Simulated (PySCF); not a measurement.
## PBE0 on La (lanthanum, neutral)

Configuration: [Xe] 5d1 6s1 7s1, high-spin 4D determinant (an excited configuration). Computed with PySCF 2.14 in x2c-TZVPPall with one added diffuse shell each of s, p, d type (12s8p8d3f1g, 106 functions), with the spin-free X2C one-electron Hamiltonian (Gaussian nucleus).

```json
{
 "Total energy": "-8491.98 hartree",
 "One-electron energy": "-11568.76 hartree",
 "Hartree (Coulomb) energy": "3282.16 hartree",
 "Exchange-correlation energy": "-205.38 hartree",
 "⟨S²⟩": "3.7520",
 "⟨L²⟩": "6.096",
 "Sum of ⟨r⟩": "50.26 bohr",
 "Sum of ⟨r²⟩": "192.2 bohr²",
 "Traceless quadrupole moment −½Σ⟨3z² − r²⟩ along its main axis": "-9.90 e·bohr²",
 "Langevin diamagnetic susceptibility": "-152 ×10⁻⁶ cm³/mol",
 "Time after the integrals": "about 9 core-seconds"
}
```

| shell | electrons | mean orbital energy (hartree) | spread (hartree) | rms radius, mean of both spins (bohr) |
| --- | --- | --- | --- | --- |
| 1s α | 1 | -1425.21228 | 0 | 0.0286 |
| 1s β | 1 | -1425.21173 | 0 | 0.0286 |
| 2s α | 1 | -228.00208 | 0 | 0.116 |
| 2s β | 1 | -228.00024 | 0 | 0.116 |
| 2p α | 3 | -204.52428 | 0.00109 | 0.104 |
| 2p β | 3 | -204.52291 | 0.00229 | 0.104 |
| 3s α | 1 | -49.29742 | 0 | 0.304 |
| 3s β | 1 | -49.29609 | 0 | 0.304 |
| 3p α | 3 | -41.73248 | 0.00378 | 0.304 |
| 3p β | 3 | -41.73141 | 0.00460 | 0.304 |
| 3d α | 5 | -30.75323 | 0.00344 | 0.282 |
| 3d β | 5 | -30.75168 | 0.00505 | 0.282 |
| 4s α | 1 | -10.23715 | 0 | 0.695 |
| 4s β | 1 | -10.23359 | 0 | 0.695 |
| 4p α | 3 | -7.74467 | 0.00647 | 0.738 |
| 4p β | 3 | -7.74177 | 0.00890 | 0.738 |
| 4d α | 5 | -4.08247 | 0.00689 | 0.826 |
| 4d β | 5 | -4.07916 | 0.01178 | 0.826 |
| 5s α | 1 | -1.65261 | 0 | 1.65 |
| 5s β | 1 | -1.63457 | 0 | 1.65 |
| 5p α | 3 | -1.00939 | 0.00169 | 1.91 |
| 5p β | 3 | -0.98522 | 0.02511 | 1.91 |
| 5d α | 1 | -0.26758 | 0 | 3.02 |
| 6s α | 1 | -0.23856 | 0 | 4.37 |
| 7s α | 1 | -0.05678 | 0 | 11.1 |

Spin-orbit coupling, absent here, splits the open shell strongly. The outer electron is Rydberg-like, and this basis confines it to a smaller radius and binds it less than a complete one would.

Densities and radii are taken from the X2C orbitals without a picture-change correction, which distorts them close to the nucleus.
